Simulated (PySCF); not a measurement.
boric acid (BH3O3), SMILES OB(O)O.

The structure is a stationary point at PBE0-D3(BJ)/def2-SVP. The values are those of a single conformer.

Calculation: TDA-PBE0/def2-SVPD (PySCF).

Vertical excitations.  State labels are in the subgroup Cs.

```json
[
 {"state": "S1", "symmetry": "A\"", "energy (eV)": "7.63", "λ (nm)": "163", "f": "0.001", "main pairs": "HOMO→LUMO 83 %, HOMO−1→LUMO 14 %"},
 {"state": "S2", "symmetry": "A\"", "energy (eV)": "7.69", "λ (nm)": "161", "f": "0.000", "main pairs": "HOMO−1→LUMO 83 %, HOMO→LUMO 14 %"},
 {"state": "S3", "symmetry": "A'", "energy (eV)": "8.28", "λ (nm)": "150", "f": "0.027", "main pairs": "HOMO−2→LUMO 98 %"},
 {"state": "S4", "symmetry": "A\"", "energy (eV)": "8.86", "λ (nm)": "140", "f": "0.039", "main pairs": "HOMO→LUMO+1 92 %"},
 {"state": "S5", "symmetry": "A'", "energy (eV)": "9.08", "λ (nm)": "136", "f": "0.048", "main pairs": "HOMO−3→LUMO 96 %"},
 {"state": "S6", "symmetry": "A\"", "energy (eV)": "9.36", "λ (nm)": "132", "f": "0.003", "main pairs": "HOMO−1→LUMO+1 92 %"},
 {"state": "S7", "symmetry": "A\"", "energy (eV)": "9.70", "λ (nm)": "128", "f": "0.038", "main pairs": "HOMO−1→LUMO+2 71 %, HOMO→LUMO+2 13 %"},
 {"state": "S8", "symmetry": "A\"", "energy (eV)": "9.79", "λ (nm)": "127", "f": "0.005", "main pairs": "HOMO→LUMO+2 83 %"},
 {"state": "S9", "symmetry": "A'", "energy (eV)": "9.91", "λ (nm)": "125", "f": "0.013", "main pairs": "HOMO−2→LUMO+1 94 %"},
 {"state": "S10", "symmetry": "A'", "energy (eV)": "10.11", "λ (nm)": "123", "f": "0.008", "main pairs": "HOMO−2→LUMO+2 59 %, HOMO−5→LUMO 22 %, HOMO−3→LUMO+1 14 %"},
 {"state": "T1", "symmetry": "A\"", "energy (eV)": "7.40", "λ (nm)": "167", "f": "0", "main pairs": "HOMO−1→LUMO 65 %, HOMO→LUMO 29 %"},
 {"state": "T2", "symmetry": "A\"", "energy (eV)": "7.46", "λ (nm)": "166", "f": "0", "main pairs": "HOMO→LUMO 64 %, HOMO−1→LUMO 29 %"},
 {"state": "T3", "symmetry": "A'", "energy (eV)": "7.98", "λ (nm)": "155", "f": "0", "main pairs": "HOMO−2→LUMO 95 %"},
 {"state": "T4", "symmetry": "A\"", "energy (eV)": "8.57", "λ (nm)": "145", "f": "0", "main pairs": "HOMO→LUMO+1 83 %"}
]
```
Triplets are in the Tamm–Dancoff approximation.
